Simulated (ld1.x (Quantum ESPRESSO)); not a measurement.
**B (Z = 5), ultrasoft: configuration errors across variants**

| Property | Result |
| --- | --- |
| Element | B (Z = 5) |
| Generator | ld1.x (Quantum ESPRESSO) 7.5 |
| Type | ultrasoft |
| Functional | PBE |
| Relativity | scalar-relativistic |
| Frozen core | [He] |
| Valence charge | 3 |
| Reference configuration | 2s2 2p1 |
| Partial waves | 2s (bound): rcut 0.95, rcutus 1.25 bohr; 2s channel at 0.1 Ry: rcut 0.95, rcutus 1.25 bohr; 2p (bound): rcut 2.10, rcutus 2.45 bohr; 2p channel at 0.25 Ry: rcut 2.10, rcutus 2.45 bohr |
| Local potential | all-electron potential smoothed inside 1.85 bohr (lloc = -1) |
| Core correction | none |
| Augmentation charge | PSQ, radius 0.85 bohr |

All-electron excitation energies from the reference (eV): (1) 2s2 2p0 8.220; (2) 2s1 2p0 33.642; (3) 2s2 2p0.5 2.887; (4) 2s1 2p2 5.851; (5) 2s0 2p3 11.721; (6) 2s1 2p1 14.361; (7) 2s2 2p1.3 -0.738.

The overlap operator is not positive definite (basis up to 400 Ry) in “type PAW; local potential all-electron potential smoothed inside 2.40 bohr (lloc = -2); core correction a·sin(br)/r model core, default radius (ld1.x builds one for every PAW set, though the input has nlcc=.false.); augmentation BESSEL, radius 0.90 bohr”. Such files are unfit for use, however small their errors in these radial tests.

2 further variants failed, have other tests or another functional or relativity, and are left out.

A true bound ghost makes a file unfit for plane-wave use even where its test errors are small: the radial tests pick states by their node count and pass the ghost by.

Errors AE − PS in meV (a dash: test not solved or not reliable):

| change | (1) | (2) | (3) | (4) | (5) | (6) | (7) | bound ghosts |
| --- | --- | --- | --- | --- | --- | --- | --- | --- |
| base | +39 | +78 | +6.3 | +59 | +249 | +14 | +0.8 | s |
| waves 2s (bound): rcut 0.95, rcutus 1.92 bohr; 2s channel at 0.1 Ry: rcut 0.95, rcutus 1.92 bohr | +44 | +83 | +6.9 | +60 | +232 | +15 | +0.8 | none |
| waves 2p (bound): rcut 2.10, rcutus 2.58 bohr; 2p channel at 0.25 Ry: rcut 2.10, rcutus 2.58 bohr | +39 | +77 | +6.3 | +58 | +246 | +14 | +0.7 | s |
| augmentation PSQ, radius 0.75 bohr | +19 | +60 | +4.5 | +59 | +300 | +15 | +0.7 | s |
| type PAW; local potential all-electron potential smoothed inside 2.40 bohr (lloc = -2); core correction a·sin(br)/r model core, default radius (ld1.x builds one for every PAW set, though the input has nlcc=.false.); augmentation BESSEL, radius 0.90 bohr | – | – | – | – | – | – | – | not determined (overlap not positive) |
| core correction a·sin(br)/r model core inside 1.54 bohr | +39 | +76 | +6.3 | +58 | +247 | +14 | +0.7 | s |
| wave 2p channel at 0.25 Ry: rcut 2.10, rcutus 2.45 bohr becomes 2p channel at 1.1 Ry: rcut 2.10, rcutus 2.45 bohr | +39 | +78 | +6.3 | +59 | +249 | +15 | +0.8 | s |
| local potential all-electron potential smoothed inside 1.15 bohr (lloc = -1) | +40 | +78 | +6.4 | +60 | +249 | +15 | +0.8 | none |
| local potential all-electron potential smoothed inside 2.42 bohr (lloc = -1) | +40 | +78 | +6.4 | +60 | +250 | +15 | +0.8 | none |
| all radii scaled by about 0.89 (s 1.10, p 2.18 bohr, rcut 0.84/1.86); local potential all-electron potential smoothed inside 1.64 bohr (lloc = -1); augmentation PSQ, radius 0.76 bohr | +19 | +61 | +4.6 | +59 | +303 | +15 | +0.7 | s |

(1) Give the same row for: all radii scaled by about 1.32 (s 1.66, p 3.24 bohr, rcut 1.26/2.78); local potential all-electron potential smoothed inside 2.44 bohr (lloc = -1); augmentation PSQ, radius 1.12 bohr.

Results:

(1) +25, +83, +2.6, +6.3, +21, -8.6, +0.2; bound ghosts: none.
